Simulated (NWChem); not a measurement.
Program: NWChem. System: vinylene carbonate (C₃H₂O₃), charge 0, spin multiplicity 1, at a geometry optimised with B3LYP/def2-SVP. Level: CCSD(T)/3-21G, 6 core orbitals frozen.

Job file:

```
start mol
memory heap 100 mb stack 700 mb global 1900 mb
geometry units angstroms nocenter noautoz
  O      0.000000     0.000000    -1.975349
  C      0.000000     0.000000    -0.788531
  O     -1.103838     0.000000     0.022936
  C     -0.668492     0.000000     1.328202
  C      0.668492     0.000000     1.328202
  O      1.103838     0.000000     0.022936
  H     -1.417343     0.000000     2.114292
  H      1.417343     0.000000     2.114292
  symmetry group C2v
end
basis spherical
  * library 3-21g
end
scf
  rhf
  nopen 0
  maxiter 100
  thresh 1e-7
  semidirect memsize 60000000 filesize 0
end
ccsd
  freeze core 6
  maxiter 60
end
task ccsd(t) energy
```

Part of the output:

```
             Northwest Computational Chemistry Package (NWChem) 7.3.0
             --------------------------------------------------------

                                NWChem Input Module
                                -------------------

 Scaling coordinates for geometry "geometry" by  1.889725989
 (inverse scale =  0.529177249)

 Turning off AUTOSYM since
 SYMMETRY directive was detected!

                             Geometry "geometry" -> ""
                             -------------------------

 Output coordinates in angstroms (scale by  1.889725989 to convert to a.u.)

  No.       Tag          Charge          X              Y              Z
 ---- ---------------- ---------- -------------- -------------- --------------
    1 O                    8.0000     0.00000000     0.00000000    -1.97534900
    2 C                    6.0000     0.00000000     0.00000000    -0.78853100
    3 O                    8.0000    -1.10383800     0.00000000     0.02293600
    4 C                    6.0000    -0.66849200     0.00000000     1.32820200
    5 C                    6.0000     0.66849200     0.00000000     1.32820200
    6 O                    8.0000     1.10383800     0.00000000     0.02293600
    7 H                    1.0000    -1.41734300     0.00000000     2.11429200
    8 H                    1.0000     1.41734300     0.00000000     2.11429200

 Effective nuclear repulsion energy (a.u.)     229.3745336870

            Nuclear Dipole moment (a.u.)
            ----------------------------
        X                 Y               Z
 ---------------- ---------------- ----------------
     0.0000000000     0.0000000000     0.0000113384

      Symmetry information
      --------------------

 Group name             C2v
 Group number             16
 Group order               4
 No. of unique centers     5

      Symmetry unique atoms

     1    2    3    4    7


 Summary of "ao basis" -> "" (spherical)
 ------------------------------------------------------------------------------
       Tag                 Description            Shells   Functions and Types
 ---------------- ------------------------------  ------  ---------------------
 *                           3-21g                    on all atoms

 Summary of "ao basis" -> "ao basis" (spherical)
 ------------------------------------------------------------------------------
       Tag                 Description            Shells   Functions and Types
 ---------------- ------------------------------  ------  ---------------------
 O                           3-21g                   5        9   3s2p
 C                           3-21g                   5        9   3s2p
 H                           3-21g                   2        2   2s

                                 NWChem SCF Module
                                 -----------------

  ao basis        = "ao basis"
  functions       =    58
  atoms           =     8
  closed shells   =    22
  open shells     =     0
  charge          =   0.00
  wavefunction    = RHF
  use symmetry    = T
  symmetry adapt  = T

 Summary of "ao basis" -> "ao basis" (spherical)
 ------------------------------------------------------------------------------
       Tag                 Description            Shells   Functions and Types
 ---------------- ------------------------------  ------  ---------------------
 O                           3-21g                   5        9   3s2p
 C                           3-21g                   5        9   3s2p
[...]
 --------------------------------
 Spin Component Scaled (SCS) CCSD
 --------------------------------
 Same spin contribution:                 -0.134705604037253
 Same spin scaling factor:                1.130000000000000
 Opposite spin contribution:             -0.496964300476061
 Opposite spin scaling fact.:             1.270000000000000
 SCS-CCSD correlation energy:            -0.783361994166693
 Total SCS-CCSD energy:                -338.211903645221753
 memory            104845868

*********triples calculation*********

nkpass=    1; nvpass=    1; memdrv=         151380; memtrn=         245990; memavail=      104845276
 memory available/node                      104845276
 total number of virtual orbitals        36
 number of virtuals per integral pass    36
 number of integral evaluations           1
 number of occupied per triples pass     16
 number of triples passes                 1

 commencing integral evaluation        1 at          17.65
  symmetry use  T
task         2 out of       595 done   0%  at       0.0 secs
task        38 out of       595 done   6%  at       0.0 secs
task        65 out of       595 done  10%  at       0.1 secs
task        93 out of       595 done  15%  at       0.1 secs
task       120 out of       595 done  20%  at       0.1 secs
task       149 out of       595 done  25%  at       0.1 secs
task       179 out of       595 done  30%  at       0.2 secs
task       210 out of       595 done  35%  at       0.2 secs
task       238 out of       595 done  40%  at       0.2 secs
task       269 out of       595 done  45%  at       0.3 secs
task       302 out of       595 done  50%  at       0.3 secs
task       329 out of       595 done  55%  at       0.3 secs
task       358 out of       595 done  60%  at       0.3 secs
task       388 out of       595 done  65%  at       0.4 secs
task       417 out of       595 done  70%  at       0.4 secs
task       448 out of       595 done  75%  at       0.4 secs
task       476 out of       595 done  80%  at       0.4 secs
task       506 out of       595 done  85%  at       0.5 secs
task       538 out of       595 done  90%  at       0.5 secs
task       566 out of       595 done  95%  at       0.5 secs
task       595 out of       595 done 100%  at       0.6 secs
 commencing triples evaluation - blocking       1
 ccsd(t): done        1 out of       36 progress:    2.8%
 ccsd(t): done        2 out of       36 progress:    5.6%
 ccsd(t): done        3 out of       36 progress:    8.3%
 ccsd(t): done        4 out of       36 progress:   11.1%
 ccsd(t): done        5 out of       36 progress:   13.9%
 ccsd(t): done        6 out of       36 progress:   16.7%
 ccsd(t): done        7 out of       36 progress:   19.4%
 ccsd(t): done        8 out of       36 progress:   22.2%
 ccsd(t): done        9 out of       36 progress:   25.0%
 ccsd(t): done       10 out of       36 progress:   27.8%
 ccsd(t): done       11 out of       36 progress:   30.6%
 ccsd(t): done       12 out of       36 progress:   33.3%
 ccsd(t): done       13 out of       36 progress:   36.1%
 ccsd(t): done       14 out of       36 progress:   38.9%
 ccsd(t): done       15 out of       36 progress:   41.7%
 ccsd(t): done       16 out of       36 progress:   44.4%
 ccsd(t): done       17 out of       36 progress:   47.2%
 ccsd(t): done       18 out of       36 progress:   50.0%
 ccsd(t): done       19 out of       36 progress:   52.8%
 ccsd(t): done       20 out of       36 progress:   55.6%
 ccsd(t): done       21 out of       36 progress:   58.3%
 ccsd(t): done       22 out of       36 progress:   61.1%
 ccsd(t): done       23 out of       36 progress:   63.9%
 ccsd(t): done       24 out of       36 progress:   66.7%
 ccsd(t): done       25 out of       36 progress:   69.4%
 ccsd(t): done       26 out of       36 progress:   72.2%
 ccsd(t): done       27 out of       36 progress:   75.0%
 ccsd(t): done       28 out of       36 progress:   77.8%
 ccsd(t): done       29 out of       36 progress:   80.6%
 ccsd(t): done       30 out of       36 progress:   83.3%
 ccsd(t): done       31 out of       36 progress:   86.1%
 ccsd(t): done       32 out of       36 progress:   88.9%
 ccsd(t): done       33 out of       36 progress:   91.7%
 ccsd(t): done       34 out of       36 progress:   94.4%
 ccsd(t): done       35 out of       36 progress:   97.2%
 ccsd(t): done       36 out of       36 progress:  100.0%
 Time for integral evaluation pass     1        0.58
 Time for triples evaluation pass      1        2.50

 pseudo-e(mp4)  -0.26696953160736E-01
 pseudo-e(mp5)   0.27605066248857E-02
        e(t)    -0.23936446535850E-01

 --------------
 CCSD(T) Energy
 --------------
 Reference energy:                    -337.428541651055070

 CCSD corr. energy:                     -0.631669904513314
 T(CCSD) corr. energy:                  -0.026696953160736
 Total CCSD+T(CCSD) energy:           -338.086908508729096

 CCSD corr. energy:                     -0.631669904513314
 (T) corr. energy:                      -0.023936446535850
 Total CCSD(T) energy:                -338.084148002104257

 routine      calls  cpu(0)   cpu-min  cpu-ave  cpu-max   i/o
 aoccsd          1     0.01     0.01     0.01     0.01    0.00
 iterdrv         1     0.01     0.01     0.01     0.01    0.00
 pampt          13     0.08     0.08     0.08     0.08    0.00
 t2pm           13     0.13     0.13     0.13     0.13    0.00
 sxy            13     0.41     0.41     0.41     0.41    0.00
 ints      4373785    10.16    10.16    10.16    10.16    0.00
 t2eri        7735     3.56     3.56     3.56     3.56    0.00
 idx2         7735     1.05     1.05     1.05     1.05    0.00
 idx34          13     0.12     0.12     0.12     0.12    0.00
 ht2pm          13     0.20     0.20     0.20     0.20    0.00
 itm            13     0.97     0.97     0.97     0.97    0.00
 pdiis          13     0.03     0.03     0.03     0.03    0.00
 triples         1     0.00     0.00     0.00     0.00    0.00
 rdtrpo          1     0.01     0.01     0.01     0.01    0.00
 trpmos          1     0.58     0.58     0.58     0.58    0.00
 trpdrv          1     0.37     0.37     0.37     0.37    0.00
 dovvv      156672     0.85     0.85     0.85     0.85    0.00
 doooo      156672     0.45     0.45     0.45     0.45    0.00
 tengy      147456     0.77     0.77     0.77     0.77    0.00
 Total                19.75    19.75    19.75    19.75    0.00

 Task  times  cpu:       20.9s     wall:       20.9s

 Total times  cpu:       21.0s     wall:       21.0s
```
